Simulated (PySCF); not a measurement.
## Correlation energy of C⁺ (carbon, charge +1)

[He] 2s2 2p1, 2P determinant. Computed with PySCF 2.14 in def2-TZVP (5s3p2d1f, 31 functions), with no relativity, point nucleus. Frozen: 1s2; 3 electrons correlated.

MP2 pair energies summed by pair of shells (mhartree):

```json
{"pair": "2s-2s", "energy": "-28.58", "share (%)": "57.2"}
{"pair": "2s-2p", "energy": "-21.35", "share (%)": "42.8"}
```

Total MP2 correlation energy: -49.93 mhartree.

Same-spin part -3.31 and opposite-spin part -46.62 mhartree; SCS-MP2 scales them by 1/3 and 6/5 to -57.05 mhartree.

| level | correlation energy (mhartree) |
| --- | --- |
| CCSD | -73.89 |
| (T) | -1.14 |
| CCSD(T) | -75.03 |

Diagnostics: T1 = 0.0093, D1 = 0.0178, largest double amplitude 0.132.

Cost of the coupled-cluster step: 0.22 s of wall time on 1 thread of Neoverse-V2 (shared host), for 3 correlated electrons.

Iterations:

```
CC2 = 0
CCSD nocc = (np.int64(2), np.int64(1)), nmo = (30, 30)
frozen orbitals [[0], [0]]
max_cycle = 100
direct = 0
conv_tol = 1e-08
conv_tol_normt = 1e-06
diis_space = 8
diis_start_cycle = 0
Init t2, MP2 energy = -0.0499293115913052
Init E_corr(UCCSD) = -0.0499293116252242
cycle = 1  E_corr(UCCSD) = -0.0635563925360092  dE = -0.0136270809  norm(t1,t2) = 0.0546246
cycle = 2  E_corr(UCCSD) = -0.0688912284648372  dE = -0.00533483593  norm(t1,t2) = 0.0269589
cycle = 3  E_corr(UCCSD) = -0.0739402118061603  dE = -0.00504898334  norm(t1,t2) = 0.014082
cycle = 4  E_corr(UCCSD) = -0.0738629565414632  dE = 7.72552647e-05  norm(t1,t2) = 0.00121579
cycle = 5  E_corr(UCCSD) = -0.0739059578332331  dE = -4.30012918e-05  norm(t1,t2) = 0.000192295
cycle = 6  E_corr(UCCSD) = -0.0738883255892589  dE = 1.7632244e-05  norm(t1,t2) = 4.57612e-05
cycle = 7  E_corr(UCCSD) = -0.0738936827054089  dE = -5.35711615e-06  norm(t1,t2) = 1.48632e-05
cycle = 8  E_corr(UCCSD) = -0.0738932973092698  dE = 3.85396139e-07  norm(t1,t2) = 2.17691e-06
cycle = 9  E_corr(UCCSD) = -0.0738932153590247  dE = 8.19502451e-08  norm(t1,t2) = 4.56808e-07
cycle = 10  E_corr(UCCSD) = -0.0738932450259928  dE = -2.96669681e-08  norm(t1,t2) = 9.88905e-08
cycle = 11  E_corr(UCCSD) = -0.0738932429367712  dE = 2.0892216e-09  norm(t1,t2) = 3.66315e-08
UCCSD converged
E(UCCSD) = -37.36943406035746  E_corr = -0.07389324293677116
UCCSD(T) correction = -0.00113681411463471
```
